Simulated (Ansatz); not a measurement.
Basis sets compared for [Ag(NH3)2]+ (AgN₂H₆⁺). Charge 1, multiplicity 1. Geometry PBE-D4/def2-TZVP. Ansatz on 4 threads of Arm Neoverse V2 on a shared host; times are rough, and most runs start from earlier orbitals.

Cartesian coordinates in Å:
```
Ag -0.0001 -0.0002 0.0000
N -0.8028 0.3837 1.9271
H -0.1938 0.0267 2.6694
H -1.7194 -0.0569 2.0506
H -0.9252 1.3870 2.0932
N 0.8028 -0.3838 -1.9271
H 1.6887 0.1094 -2.0733
H 0.1643 -0.0843 -2.6700
H 0.9855 -1.3816 -2.0700
```

In the def2 sets Ag takes a core potential, while STO-3G treats all electrons; there is no spin–orbit coupling.

STO-3G and 6-31G are all-electron sets without relativity, so their totals don't compare with the def2 sets.

| level | functions | energy (Eh) | HOMO (eV) | LUMO (eV) | wall time |
| --- | --- | --- | --- | --- | --- |
| HF/STO-3G | 43 | -5257.4792 | -9.76 | 2.24 | 0.2 s |
| PBE-D4/def2-SVP | 89 | -259.7037 | -10.93 | -5.79 | 0.55 s |
| PBE0-D4/def2-SVP | 89 | -259.6996 | -12.31 | -4.87 | 0.55 s |

Task: Estimate the rows for HF/def2-TZVP, PBE-D4/def2-TZVP, PBE0-D4/def2-TZVP.

Result: 
```
            level  functions  energy (Eh)  HOMO (eV)  LUMO (eV)  wall time
     HF/def2-TZVP        138    -258.4158     -15.75      -2.44      0.4 s
 PBE-D4/def2-TZVP        138    -259.8734     -10.99      -5.96      0.8 s
PBE0-D4/def2-TZVP        138    -259.8645     -12.34      -5.04        1 s
```
